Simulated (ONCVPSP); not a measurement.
**Before and after: ONCV potential for xenon**

- Element: xenon
- Generator: ONCVPSP 4.0.1
- Type: optimised norm-conserving Vanderbilt (ONCV)
- Functional: BLYP
- Relativity: scalar-relativistic
- Frozen core: [Kr] 4d10
- Valence charge: 8
- Reference configuration: 5s2 5p6
- Partial waves: 5s: rc 1.40 bohr, ncon 4, nbas 7, qcut 4.3 1/bohr, 2 projectors, debl 2.1 Ha; 5p: rc 1.55 bohr, ncon 4, nbas 7, qcut 4.5 1/bohr, 2 projectors, debl 2.6 Ha
- Local potential: polynomial inside 1.05 bohr (lpopt 1, dvloc0 -1 Ha)
- Core correction: Teter function, fcfact 3.5, rcfact 1.25

Change: core correction Teter function, fcfact 1.5, rcfact 1.25.

Cutoffs: the cutoffs (Ha) at which the residual kinetic energy of the hardest occupied pseudo-wave falls to 1 and 0.1 mHa per electron; they do not see the model core or the augmentation charge, which bear on the density cutoff. Errors are all-electron minus pseudo energies relative to the spin-unpolarised reference configuration.

Question: What does the change do?

Answer: The potential gets neither clearly harder nor softer (58 Ha and 72 Ha → 58 Ha and 72 Ha); both files keep a bound ghost (p, s); of the 4 tests that both files solve, the error grows in 2 and shrinks in 2 by more than 15 % and 0.3 meV (median size 5.5 → 11.4 meV). A model core, the more so a compact one, raises the density cutoff, which this test does not measure.

```csv
quantity,base,changed
"cutoff, loose",58 Ha,58 Ha
"cutoff, tight",72 Ha,72 Ha
bound ghosts,"s, p","s, p"
GHOST(+) flags under 300 eV,p at 103.0 eV,p at 103.0 eV
"error for 5s2 5p5, meV [ΔE 12.35 eV]",-2.5,-1.0
"error for 5s2 5p4, meV [ΔE 33.92 eV]",-5.2,+3.3
"error for 5s2 5p3, meV [ΔE 65.49 eV]",-7.6,+20
"error for 5s2 5p2, meV [ΔE 107.71 eV]",-5.8,+63
s: phases at 1.42 bohr within 0.05 rad from the reference energy up to (Ha; the scan ends near 5),to the end of the scan,to the end of the scan
p: phases at 1.57 bohr within 0.05 rad from the reference energy up to (Ha; the scan ends near 5),3.7,3.7
"rms error of d²Exc/dni dnj with the model core, mHa",2.66,3.96
```

 A true bound ghost makes a file unfit for plane-wave use even where its test errors are small: the radial tests pick states by their node count and pass the ghost by.
